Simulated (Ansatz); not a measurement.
Geometry optimisation, RKS PBE0/def2-SVP (Ansatz).

Input file:

```yaml
crystal:
  periodic: [false, false, false]
  atoms:
    - { symbol: W, position_ang: [0.195258, 0.175897, -0.497134] }
    - { symbol: O, position_ang: [0.225868, 0.100763, 2.623058] }
    - { symbol: H, position_ang: [-0.563288, 0.608416, 2.846933] }
    - { symbol: H, position_ang: [1.385143, -0.752746, 0.212777] }
    - { symbol: H, position_ang: [-0.867028, 1.16725, 0.327855] }
    - { symbol: H, position_ang: [-1.377437, -0.380192, -0.255022] }
    - { symbol: H, position_ang: [-0.103679, -1.466773, -0.266286] }
    - { symbol: Cl, position_ang: [0.368053, 0.463443, -2.700818] }
    - { symbol: F, position_ang: [1.293359, 1.446282, 0.374547] }
    - { symbol: H, position_ang: [0.87165, 0.79126, 2.347489] }
basis:
  gaussian: { orbitals: def2-SVP }
hamiltonian:
  xc: pbe0
relax:
  f_tol: 0.03
  max_steps: 50
```

Run as:

```bash
$ ansatz run input.yaml --threads 2 --pin off --max-ram 3072MiB --backend cpu --events-out ev --progress --plain --runs-dir out
```

Q: Where does it end, and by what steps?

A: It converged. After 8 steps the energy has fallen by 0.526 eV; O2 moved furthest, 0.61 Å. Joined: W1–O2 (3.12 → 2.34 Å).

```
step  energy less start (eV)  largest force component (eV/Å)  accepted
   0                  0.0000                           0.879       yes
   1                 -0.1431                           1.412       yes
   2                 -0.3053                           1.352       yes
   3                 -0.4564                           0.745       yes
   4                 -0.5061                           0.352       yes
   5                 -0.5008                           0.731        no
   6                 -0.5241                           0.107       yes
   7                 -0.5260                           0.077       yes
   8                 -0.5262                           0.027       yes
```

```xyz
10
Properties=species:S:1:pos:R:3
W 0.213 0.243 -0.292
O 0.118 -0.002 2.029
H -0.663 0.442 2.381
H 1.471 -0.629 0.375
H -0.826 1.342 0.426
H -1.347 -0.324 0.013
H -0.059 -1.401 -0.057
Cl 0.227 0.310 -2.530
F 1.426 1.619 0.374
H 0.869 0.554 2.294
```

Run time: 31 s on 2 threads of Arm Neoverse V2, with other jobs on the host, peak memory 0.24 GiB.
